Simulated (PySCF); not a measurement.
Species: CaH (doublet state).
SMILES: `[CaH]`

Method used: PBE0-D3(BJ)/def2-SVP geometry optimisation, gas phase in PySCF 2.14.0.

Masses are those of the commonest isotopes; rigid-rotor values at the optimised geometry. 

(1) What are the moment of inertia and the rotational constant?

(2) List the first levels of a rigid rotor in a Σ state.

(3) Where do the first rotational lines fall?

(4) Estimate the classical rotational partition function at 200 K and 298.15 K.

## Answers

(1) I = 3.885 u·Å², B = 505379 MHz·u·Å²/I = 130092 MHz (4.3394 cm⁻¹, or 6.243 K as hB/k). For two atoms I = μr² with μ = 0.9830 u and r = 1.9879 Å.

(2) E(J) = BJ(J+1): J = 1: 8.679, J = 2: 26.036, J = 3: 52.073, J = 4: 86.788, J = 5: 130.182, J = 6: 182.254 cm⁻¹. For this open shell read J as N, the rotation without spin; fine and hyperfine splittings come on top.

(3) The dipole is 3.08 D; J+1 ← J lies at 2B(J+1): 1 ← 0 at 260.18 GHz, 2 ← 1 at 520.37 GHz, 3 ← 2 at 780.55 GHz, 4 ← 3 at 1040.73 GHz, 5 ← 4 at 1300.92 GHz, 6 ← 5 at 1561.10 GHz.

(4) Point group C∞v, symmetry number σ = 1; q = kT/(σhB), k/h = 20836.6 MHz/K: 32.0 at 200 K, 47.8 at 298.15 K.

Whether it is a minimum is left open (no frequencies). ⟨S²⟩ = 0.751 (exact for a doublet: 0.75). These are rigid-rotor constants of the computed structure; measured ground-state constants (B0) also hold zero-point vibration.
